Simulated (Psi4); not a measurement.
C6H8, charge -1, doublet, geometry from GFN2-xTB (a state made from the parent by changing its charge; the spin is typed, not shown lowest) (a gas-phase anion, which may not be bound at this level); PBE0/6-31G (Psi4 1.11).

The Psi4 input:
```
memory 2 GB

molecule {
-1 2
C     0.31305079   -1.35259157    0.31396263
C     1.36875944   -0.49245493    0.04198514
C     1.15090488    0.86022518   -0.23066779
C    -0.13364746    1.37877729   -0.32739707
C    -1.29384426    0.43461913   -0.36969396
C    -1.04856313   -0.77651695    0.54510289
H     0.47918518   -2.39466487    0.57136678
H     2.38519396   -0.88725625    0.01728473
H     2.00543696    1.52811281   -0.34607292
H    -0.30999131    2.41936041   -0.58403670
H    -1.46835690    0.05024113   -1.39758733
H    -2.22683742    0.94376924   -0.07219522
H    -1.83130717   -1.53609609    0.37608549
H    -1.17328481   -0.43581520    1.59540414
}

set {
  basis 6-31g
  reference uks
  diis_max_vecs 15
}

energy('pbe0')
print_variables()
```

Output, abridged:

```
   => Loading Basis Set <=

    Name: 6-31G
    Role: ORBITAL
    Keyword: BASIS

         ---------------------------------------------------------
                                   SCF
               by Justin Turney, Rob Parrish, Andy Simmonett
                          and Daniel G. A. Smith
                              UKS Reference
         ---------------------------------------------------------

  ==> Geometry <==

    Molecular point group: c1
    Full point group: C1

    Geometry (in Angstrom), charge = -1, multiplicity = 2:

       Center              X                  Y                   Z               Mass
    ------------   -----------------  -----------------  -----------------  -----------------
         C            0.286531337280    -1.356462351606     0.315948513498    12.000000000000
         C            1.342239987280    -0.496325711606     0.043971023498    12.000000000000
         C            1.124385427280     0.856354398394    -0.228681906502    12.000000000000
         C           -0.160166912720     1.374906508394    -0.325411186502    12.000000000000
         C           -1.320363712720     0.430748348394    -0.367708076502    12.000000000000
         C           -1.075082582720    -0.780387731606     0.547088773498    12.000000000000
         H            0.452665727280    -2.398535651606     0.573352663498     1.007825032230
         H            2.358674507280    -0.891127031606     0.019270613498     1.007825032230
         H            1.978917507280     1.524242028394    -0.344087036502     1.007825032230
         H           -0.336510762720     2.415489628394    -0.582050816502     1.007825032230
         H           -1.494876352720     0.046370348394    -1.395601446502     1.007825032230
         H           -2.253356872720     0.939898458394    -0.070209336502     1.007825032230
         H           -1.857826622720    -1.539966871606     0.378071373498     1.007825032230
         H           -1.199804262720    -0.439685981606     1.597390023498     1.007825032230

  Running in c1 symmetry.

  Rotational constants: A =      0.17198  B =      0.16688  C =      0.08996 [cm^-1]
  Rotational constants: A =   5155.89402  B =   5002.98687  C =   2697.05830 [MHz]
  Nuclear repulsion =  218.895327690984089

  Charge       = -1
  Multiplicity = 2
  Electrons    = 45
  Nalpha       = 23
  Nbeta        = 22

  ==> Algorithm <==

  SCF Algorithm Type is DF.
  DIIS enabled.
  MOM disabled.
  Fractional occupation disabled.
  Guess Type is SAD.
  Energy threshold   = 1.00e-06
  Density threshold  = 1.00e-06
  Integral threshold = 1.00e-12

  ==> Primary Basis <==

  Basis Set: 6-31G
    Blend: 6-31G
    Number of shells: 46
    Number of basis functions: 70
    Number of Cartesian functions: 70
    Spherical Harmonics?: false
    Max angular momentum: 1

  ==> DFT Potential <==

   => LibXC <=

    Version 7.1.2
    S. Lehtola, C. Steigemann, M. J. T. Oliveira, and M. A. L. Marques,  SoftwareX 7, 1–5 (2018) (10.1016/j.softx.2017.11.002)

   => Composite Functional: PBE0 <=

    PBE0 Hyb-GGA Exchange-Correlation Functional

    C. Adamo and V. Barone,  J. Chem. Phys. 110, 6158 (1999) (10.1063/1.478522)
    M. Ernzerhof and G. E. Scuseria,  J. Chem. Phys. 110, 5029 (1999) (10.1063/1.478401)

    Deriv               =              1
    GGA                 =           TRUE
    Meta                =          FALSE

    Exchange Hybrid     =           TRUE
    MP2 Hybrid          =          FALSE

   => Exchange Functionals <=

    0.7500   Perdew, Burke & Ernzerhof

   => Exact (HF) Exchange <=

    0.2500               HF

   => Correlation Functionals <=

    1.0000   Perdew, Burke & Ernzerhof

   => LibXC Density Thresholds  <==

    XC_HYB_GGA_XC_PBEH:  1.00E-15

   => Molecular Quadrature <=

    Radial Scheme          =       TREUTLER
    Pruning Scheme         =           NONE
    Nuclear Scheme         =       TREUTLER

    Blocking Scheme        =         OCTREE
[...]
  Reciprocal condition number of the overlap matrix is 3.6467284244E-04.
    Using symmetric orthogonalization.

  ==> Pre-Iterations <==

  SCF Guess: Superposition of Atomic Densities via on-the-fly atomic UHF (no occupation information).

   -------------------------
    Irrep   Nso     Nmo
   -------------------------
     A         70      70
   -------------------------
    Total      70      70
   -------------------------

  ==> Iterations <==

                           Total Energy        Delta E     RMS |[F,P]|

   @DF-UKS iter SAD:  -232.55949892835653   -2.32559e+02   0.00000e+00
   @DF-UKS iter   1:  -232.52632276490303    3.31762e-02   1.28686e-02 DIIS/ADIIS
   @DF-UKS iter   2:  -232.33921319220553    1.87110e-01   1.54631e-02 DIIS/ADIIS
   @DF-UKS iter   3:  -233.02429724205865   -6.85084e-01   3.77426e-04 DIIS/ADIIS
   @DF-UKS iter   4:  -233.02479930262245   -5.02061e-04   1.84278e-04 DIIS/ADIIS
   @DF-UKS iter   5:  -233.02488796628148   -8.86637e-05   1.15612e-04 DIIS/ADIIS
   @DF-UKS iter   6:  -233.02493030518565   -4.23389e-05   2.88257e-05 DIIS
   @DF-UKS iter   7:  -233.02493710883218   -6.80365e-06   2.35057e-05 DIIS
   @DF-UKS iter   8:  -233.02494020325756   -3.09443e-06   3.75347e-06 DIIS
   @DF-UKS iter   9:  -233.02494031509315   -1.11836e-07   4.64913e-07 DIIS
  Energy and wave function converged.

  ==> Post-Iterations <==

   Electrons on quadrature grid:
      Nalpha   =   23.0000483415 ; deviation = 4.834e-05
      Nbeta    =   22.0000414199 ; deviation = 4.142e-05
      Ntotal   =   45.0000897614 ; deviation = 8.976e-05

   @Spin Contamination Metric:   1.382233584E-02
   @S^2 Expected:                7.500000000E-01
   @S^2 Observed:                7.638223358E-01
   @S   Expected:                5.000000000E-01
   @S   Observed:                5.000000000E-01

    Orbital Energies [Eh]
    ---------------------

    Alpha Occupied:

[...]
    Alpha Virtual:

[...]
    Beta Occupied:

[...]
      22A      0.038145

    Beta Virtual:

[...]
    Final Occupation by Irrep:
              A
    DOCC [    22 ]
    SOCC [     1 ]
    NA   [    23 ]
    NB   [    22 ]

  @DF-UKS Final Energy:  -233.02494031509315

   => Energetics <=

    Nuclear Repulsion Energy =            218.8953276909840895
    One-Electron Energy =                -755.7831938175133928
    Two-Electron Energy =                 330.8590202864239700
    DFT Exchange-Correlation Energy =     -26.9960944749878387
    Empirical Dispersion Energy =           0.0000000000000000
    VV10 Nonlocal Energy =                  0.0000000000000000
    Total Energy =                       -233.0249403150931471

  UHF NO Occupations:
  HONO-2 :   21  A 1.9997952
  HONO-1 :   22  A 1.9938543
  HONO-0 :   23  A 1.0000000
  LUNO+0 :   24  A 0.0061457
  LUNO+1 :   25  A 0.0002048
  LUNO+2 :   26  A 0.0002010
  LUNO+3 :   27  A 0.0001292

Computation Completed

Properties will be evaluated at   0.000000,   0.000000,   0.000000 [a0]

Properties computed using the SCF density matrix

 Multipole Moments:

 ------------------------------------------------------------------------------------
     Multipole            Electronic (a.u.)      Nuclear  (a.u.)        Total (a.u.)
 ------------------------------------------------------------------------------------

 L = 1.  Multiply by 2.5417464519 to convert [e a0] to [Debye]
 Dipole X            :          1.7861334           -2.2050380           -0.4189046
 Dipole Y            :          0.2607041           -0.3218474           -0.0611433
 Dipole Z            :         -0.1337529            0.1651222            0.0313693
 Magnitude           :                                                    0.4245039

 ------------------------------------------------------------------------------------

  Variable Map:
  ----------------------------------------------------------------------------
[...]
  Array Variable Map:
  ----------------------------------------------------------------------------
[...]
[...]
```
